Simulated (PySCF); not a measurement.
BeF₂, SMILES [F][Be][F].

The structure is a stationary point at r2SCAN-D4/def2-TZVP. The isomer is the one that the SMILES or the coordinates give; other isomers of the formula were not compared.

Two levels are set side by side: PBE/def2-TZVPD (PySCF) and HF/def2-TZVPD (PySCF). Same geometry, gas phase. Differences are taken from unrounded values.

| quantity | HF |
|---|---|
| orbital gap (eV) | 18.11 |
| highest occupied level (eV) | -17.18 |
| lowest empty level (eV) | 0.93 |
| mean polarisability (bohr³) | 11.3 |

Q: What does PBE give, and how far is it from HF? (The exact figures need the calculation; the answer reports its results.)

A: 
| quantity | PBE | PBE minus HF |
|---|---|---|
| orbital gap (eV) | 8.32 | -9.79 |
| highest occupied level (eV) | -9.77 | 7.41 |
| lowest empty level (eV) | -1.45 | -2.38 |
| mean polarisability (bohr³) | 15.1 | 3.8 |

Without exact exchange PBE keeps part of each electron's self-repulsion, which lifts occupied levels and narrows the gap. PBE's more diffuse valence density responds more strongly to a field. Differences between two approximate levels are no errors against the true value.

Rough cost on one machine, each run with all the roots and properties that it gave: HF against PBE about 1/4.
